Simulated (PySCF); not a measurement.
Shieldings and the share of exact exchange

Molecule: SMILES C([SiH2][Si@@H](C)P)Cl, C$_{2}$H$_{10}$ClPSi$_{2}$.

Cartesian coordinates in Å; atom numbers follow the order of the lines, from 1:
```xyz
16

C    -0.708    2.537   -0.293
Si   -0.323    0.922    0.591
P    -2.110   -0.469    0.345
Si    1.621   -0.095   -0.235
C     3.178    0.797    0.397
Cl    3.069    2.546    0.011
H    -1.623    2.993    0.113
H    -0.853    2.361   -1.370
H     0.129    3.240   -0.172
H    -0.158    1.150    2.063
H    -1.430   -1.619    0.855
H    -1.797   -0.781   -1.016
H     1.624   -0.067   -1.732
H     1.699   -1.526    0.205
H     3.272    0.704    1.489
H     4.100    0.411   -0.061
```

GIAO shieldings (ppm, equivalent atoms averaged) in PySCF 2.14.0 with density-fitted response routines on the PBE0-D3(BJ)/def2-SVP geometry, basis pcSseg-1, gas phase, non-relativistic:

```tsv
functional	exact exchange (%)	σ(Si2)	σ(Si4)	σ(Cl6)
BLYP	0	363.6	378.6	855.6
BP86	0	378.3	390.5	867.7
PBE	0	380.5	392.0	866.4
B3LYP	20	378.7	390.9	885.6
PBE0	25	398.1	406.6	901.9
mPW1PW91	25	395.9	404.5	900.8
HF	100	434.7	440.2	979.5
```

Question: Fit each shielding as a line in the percentage of exact exchange.

Answer: σ(Si2) = 375.1 + 0.61 x (rms 7.0 ppm); σ(Si4) = 387.4 + 0.54 x (rms 5.5 ppm); σ(Cl6) = 865.6 + 1.16 x (rms 5.5 ppm). The functionals also differ in their semilocal parts, which the line can't hold; Hartree–Fock has no correlation at all.

Question: What does the line predict for BHandHLYP (50 %), and what does the run give?

Answer: σ(Si2): 405.6 predicted, 399.4 computed; σ(Si4): 414.4 predicted, 408.6 computed; σ(Cl6): 923.6 predicted, 924.0 computed ppm.
